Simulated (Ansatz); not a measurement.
Abridged output of a molecular run in Ansatz:

```
Functional definition: HF
1073 factors; integrals over basis functions are off by at most 1.3e-3 eV
mean field evaluation 1: about -9291.7603 eV, gradient 7.1e1 eV
mean field evaluation 2: about -9291.8897 eV, gradient 7.1e1 eV
mean field evaluation 4: about -9301.5611 eV, gradient 1.3e1 eV
mean field evaluation 8: about -9301.9219 eV, gradient 9.1e-1 eV
mean field -9301.92442466 eV, -341.8394175355 hartree, gradient 2.8e-6 eV, S^2 0.000000; 0 other end points of the search recorded, 0 dependent functions left out
4 core orbitals not correlated: weight in the atoms' cores, before any rotation towards them, 1.000 or more for the frozen orbitals, at most 0.000 for the correlated occupied ones
reference -9301.92442466 eV, -341.8394175355 hartree; 20, 20 occupied and 83, 83 virtual orbitals, 1073 factors
second order -29.09899642 eV of doubles, -0.00000000 eV of singles
cycle   1  -27.19199928 eV  change     1.9e0 eV  update   2.5e-1
cycle   2  -28.39634985 eV  change    -1.2e0 eV  update   1.5e-1
cycle   3  -28.67198512 eV  change   -2.8e-1 eV  update   4.0e-2
cycle   4  -28.70141166 eV  change   -2.9e-2 eV  update   1.6e-2
cycle   5  -28.68121452 eV  change    2.0e-2 eV  update   4.1e-3
cycle   6  -28.68141791 eV  change   -2.0e-4 eV  update   2.1e-3
cycle   7  -28.68161486 eV  change   -2.0e-4 eV  update   7.7e-4
cycle   8  -28.68124167 eV  change    3.7e-4 eV  update   3.1e-4
cycle   9  -28.68137891 eV  change   -1.4e-4 eV  update   1.4e-4
cycle  10  -28.68151058 eV  change   -1.3e-4 eV  update   4.5e-5
cycle  11  -28.68144203 eV  change    6.9e-5 eV  update   2.7e-5
cycle  12  -28.68141776 eV  change    2.4e-5 eV  update   1.2e-5
perturbative correction -1.17062893 eV, -0.0430198196 hartree
Total energy: -9331.77647134 eV, -342.9364600166 hartree
```

Its atoms:

Cartesian coordinates in Å:
```
N 0.454 0.160 1.617
Nb 0.406 -0.471 -0.248
N -0.986 0.452 -1.293
O 1.894 -0.067 -0.944
F 0.074 -2.332 -0.270
H 1.246 0.624 2.038
H -0.316 0.130 2.270
H -1.973 0.466 -1.078
H -0.798 1.038 -2.093
```

Question: Which basis set was used?
A. def2-SVP
B. def2-QZVPP
C. def2-TZVPP
D. cc-pV(Q+d)Z

Answer: A. It gives 107 functions.

Question: Write the keys of the input that set method, charge and spin (a neutral closed shell needs none for the last two).

Answer: 
```yaml
correlation: {method: ccsd_t}
```
